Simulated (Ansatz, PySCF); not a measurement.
Two conformers of C5H6O (SMILES C=CC(=O)C=C), B3LYP-D3(BJ)/def2-TZVP minima.
Conformer 1 (charge 0, multiplicity 1):
```xyz
12

C     -2.45049    -0.01073    -0.21374
C     -1.18700     0.16832    -0.58674
C     -0.05132    -0.12128     0.33260
O     -0.22596    -0.53391     1.46430
C      1.31105     0.12477    -0.21714
C      2.40558    -0.09537     0.50476
H     -2.67545    -0.37590     0.78087
H     -3.27720     0.19881    -0.87937
H     -0.94631     0.53321    -1.57890
H      1.38048     0.49261    -1.23465
H      2.32039    -0.46300     1.52003
H      3.39623     0.08245     0.10800
```
Conformer 2 (charge 0, multiplicity 1):
```xyz
12

C      1.32968     0.99656    -0.61485
C      0.08697     0.85366    -1.06749
C     -0.80145    -0.30631    -0.79815
O     -1.63518    -0.62494    -1.62837
C     -0.69481    -1.08603     0.46202
C     -0.30233    -0.60385     1.63807
H      1.94543     1.82972    -0.92884
H      1.78266     0.27689     0.05363
H     -0.32534     1.55691    -1.78256
H     -1.08273    -2.09530     0.37984
H     -0.33660    -1.21485     2.53104
H      0.03369     0.41754     1.75566
```

No zero-point or thermal terms.

Rows in 6-31G* carry no dispersion term and start afresh at each structure (6-31G* with six Cartesian d functions).

Programs: Ansatz (Gaussian orbitals); PySCF for 6-31G* rows. Values without a source in brackets are computed.

Question: What is the computed electronic energy of conformer 2 less that of conformer 1 (BP86/6-31G*)?

Answer: 2.1 kcal/mol

Ansatz is a quantum-chemistry and plane-wave program.
